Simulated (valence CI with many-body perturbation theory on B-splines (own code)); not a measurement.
**Zn²³⁺: calculated level list**

Computed by relativistic CI+MBPT: five valence electrons over a frozen Dirac-Fock core [He], radial functions for each j: 11 s, 11 p, 10 d, 8 f, 5 g, 2 h, with the one-electron correlation potential Σ1, the two-electron term Σ2, the three-electron term Σ3, Breit, model QED; selected CI, second order for the rest, scaled by the run's own slope (own B-spline code, finite nucleus).

No measured spectrum was set against this ion. As an estimate, levels of excited configurations hold to 0.05 to 0.15 % of their energy, terms of the ground configuration to about 0.5 %. Among the levels kept, up to 5500 cm⁻¹ of a level comes from second order outside the variational space, and about a tenth of that is noise between levels of different J, which matters for small intervals.

Levels 46 to 90 of 208, with energies above the lowest level, 2s2 2p3 4S°_3/2. "Leading %" is the weight of the configuration and term that name the level; weights of strongly mixed levels are sums over their largest components and can fall short. In the jj column 3d3/2^4 stands for four electrons in 3d with j = 3/2. Lifetimes count E1, E2, E3, M1 and M2 decay at the calculated energies, and are blank where another channel may lead or the interval is too uncertain; long ones can be off by a factor of two.

```csv
No.,Configuration,Term,J,E (eV),Leading %,Lifetime,Second component,Leading jj
46,2s2 2p2 3d,4F,7/2,1335.4,64,1.23 ps,29 % 2s2 2p2 3d 4D,2s^2 2p1/2 2p3/2 3d5/2 (92 %)
47,2s2 2p2 3d,4F,5/2,1335.6,50,188 fs,35 % 2s2 2p2 3d 2F,2s^2 2p1/2 2p3/2 3d3/2 (87 %)
48,2s2 2p2 3d,4D,1/2,1335.8,80,275 fs,14 % 2s2 2p2 3d 2P,2s^2 2p1/2 2p3/2 3d3/2 (98 %)
49,2s2 2p2 3d,4D,3/2,1340.7,46,75.8 fs,26 % 2s2 2p2 3d 2P,2s^2 2p1/2 2p3/2 3d5/2 (83 %)
50,2s2 2p2 3d,2F,7/2,1340.8,40,17.8 ps,28 % 2s2 2p2 3d 4D,2s^2 2p1/2 2p3/2 3d3/2 (64 %)
51,2s2 2p2 3d,2F,5/2,1340.9,47,47.9 fs,34 % 2s2 2p2 3d 4P,2s^2 2p1/2 2p3/2 3d5/2 (88 %)
52,2s2 2p2 3d,4F,9/2,1342.5,70,288 ps,29 % 2s2 2p2 3d 2G,2s^2 2p1/2 2p3/2 3d5/2 (85 %)
53,2s 2p3 3s,4S°,3/2,1343.1,67,232 fs,12 % 2s2 2p2 3p 2P°,2s 2p1/2^2 2p3/2 3s (40 %)
54,2s2 2p2 3d,4D,5/2,1346.9,38,35.7 fs,26 % 2s2 2p2 3d 2D,2s^2 2p1/2 2p3/2 3d3/2 (42 %)
55,2s2 2p2 3p,2P°,3/2,1348.0,61,929 fs,10 % 2s 2p3 3s 4S°,2s^2 2p3/2^2 3p3/2 (79 %)
56,2s2 2p2 3d,4P,3/2,1348.6,59,25.2 fs,18 % 2s2 2p2 3d 2P,2s^2 2p1/2 2p3/2 3d3/2 (72 %)
57,2s2 2p2 3d,4P,1/2,1349.8,66,25.2 fs,20 % 2s2 2p2 3d 2S,2s^2 2p1/2 2p3/2 3d3/2 (68 %)
58,2s2 2p2 3p,2P°,1/2,1350.3,90,7.68 ps,4 % 2s2 2p2 3p 4D°,2s^2 2p3/2^2 3p1/2 (88 %)
59,2s2 2p2 3d,2P,1/2,1352.2,79,36.8 fs,12 % 2s2 2p2 3d 4D,2s^2 2p1/2 2p3/2 3d5/2 (55 %)
60,2s2 2p2 3d,2F,7/2,1353.0,39,40.5 fs,38 % 2s2 2p2 3d 2G,2s^2 2p1/2 2p3/2 3d5/2 (58 %)
61,2s2 2p2 3d,2D,5/2,1354.0,65,20.8 fs,29 % 2s2 2p2 3d 2F,2s^2 2p1/2 2p3/2 3d5/2 (50 %)
62,2s2 2p2 3d,2D,3/2,1354.6,80,39.6 fs,11 % 2s2 2p2 3d 2P,2s^2 2p1/2 2p3/2 3d5/2 (83 %)
63,2s2 2p2 3p,2P°,3/2,1354.8,74,6.05 ps,13 % 2s2 2p2 3p 2D°,2s^2 2p3/2^2 3p3/2 (90 %)
64,2s 2p3 3p,6P,3/2,1360.5,86,3.23 ps,8 % 2s 2p3 3p 4P,2s 2p1/2^2 2p3/2 3p1/2 (45 %)
65,2s 2p3 3p,6P,5/2,1361.7,78,807 fs,16 % 2s 2p3 3p 4P,2s 2p1/2^2 2p3/2 3p1/2 (39 %)
66,2s 2p3 3p,6P,7/2,1366.5,78,1.46 ps,8 % 2s2 2p2 3d 2F,2s 2p1/2^2 2p3/2 3p3/2 (40 %)
67,2s2 2p2 3d,2F,7/2,1367.9,38,623 fs,22 % 2s2 2p2 3d 4D,2s^2 2p3/2^2 3d5/2 (75 %)
68,2s2 2p2 3d,2G,9/2,1370.2,70,266 ps,29 % 2s2 2p2 3d 4F,2s^2 2p3/2^2 3d5/2 (84 %)
69,2s 2p3 3s,4D°,1/2,1370.6,78,301 fs,12 % 2s 2p3 3s 2P°,2s 2p1/2^2 2p3/2 3s (64 %)
70,2s 2p3 3s,4D°,3/2,1370.9,70,342 fs,18 % 2s 2p3 3s 4P°,2s 2p1/2^2 2p3/2 3s (53 %)
71,2s2 2p2 3d,2D,3/2,1372.1,63,31.3 fs,11 % 2s2 2p2 3d 4P,2s^2 2p3/2^2 3d3/2 (81 %)
72,2s 2p3 3s,4D°,5/2,1372.2,70,331 fs,20 % 2s 2p3 3s 4P°,2s 2p1/2 2p3/2^2 3s (63 %)
73,2s2 2p2 3d,2D,5/2,1372.5,45,28.4 fs,20 % 2s2 2p2 3d 2F,2s^2 2p3/2^2 3d3/2 (67 %)
74,2s2 2p2 3d,2P,1/2,1373.3,82,47.2 fs,6 % 2s2 2p2 3d 4D,2s^2 2p3/2^2 3d5/2 (35 %)
75,2s 2p3 3p,4P,3/2,1374.9,81,125 fs,7 % 2s 2p3 3p 2P,2s 2p1/2^2 2p3/2 3p3/2 (54 %)
76,2s2 2p2 3d,2F,7/2,1375.8,59,23.2 fs,29 % 2s2 2p2 3d 2G,2s^2 2p3/2^2 3d3/2 (85 %)
77,2s 2p3 3p,4P,5/2,1375.9,76,104 fs,15 % 2s 2p3 3p 6P,2s 2p1/2 2p3/2^2 3p3/2 (41 %)
78,2s 2p3 3p,4P,1/2,1377.3,89,123 fs,,2s 2p1/2 2p3/2^2 3p3/2 (47 %)
79,2s 2p3 3s,4D°,7/2,1378.9,98,298 fs,,2s 2p1/2 2p3/2^2 3s (98 %)
80,2s2 2p2 3d,2S,1/2,1379.8,69,32.8 fs,20 % 2s2 2p2 3d 4P,2s^2 2p3/2^2 3d3/2 (44 %)
81,2s 2p3 3s,2D°,3/2,1381.3,67,263 fs,18 % 2s 2p3 3s 2P°,2s 2p1/2 2p3/2^2 3s (51 %)
82,2s2 2p2 3d,2P,3/2,1381.4,72,27.9 fs,10 % 2s2 2p2 3d 4P,2s^2 2p3/2^2 3d5/2 (78 %)
83,2s2 2p2 3d,2D,5/2,1382.1,60,28.7 fs,31 % 2s2 2p2 3d 2F,2s^2 2p3/2^2 3d5/2 (79 %)
84,2s 2p3 3s,2D°,5/2,1387.6,79,223 fs,12 % 2s 2p3 3s 4D°,2s 2p1/2 2p3/2^2 3s (92 %)
85,2s2 2p2 3d,2D,5/2,1393.6,77,35.0 fs,9 % 2s2 2p2 3d 2F,2s^2 2p3/2^2 3d5/2 (86 %)
86,2s2 2p2 3d,2D,3/2,1394.8,87,27.9 fs,,2s^2 2p3/2^2 3d3/2 (84 %)
87,2s 2p3 3s,4P°,1/2,1396.5,89,330 fs,6 % 2s 2p3 3s 4D°,2s 2p1/2 2p3/2^2 3s (93 %)
88,2s 2p3 3s,4P°,3/2,1399.5,65,331 fs,16 % 2s 2p3 3s 4D°,2s 2p1/2 2p3/2^2 3s (74 %)
89,2s 2p3 3p,4D,1/2,1400.2,65,379 fs,22 % 2s 2p3 3p 2P,2s 2p1/2^2 2p3/2 3p1/2 (60 %)
90,2s 2p3 3d,6D°,1/2,1401.1,92,2.59 ps,6 % 2s 2p3 3d 4P°,2s 2p1/2^2 2p3/2 3d3/2 (45 %)
```

Names give the largest LS component (configuration and term), which can be under half, so a name can repeat, a term be missing and a line seem to break the LS rules; names also repeat where a configuration has a term twice.
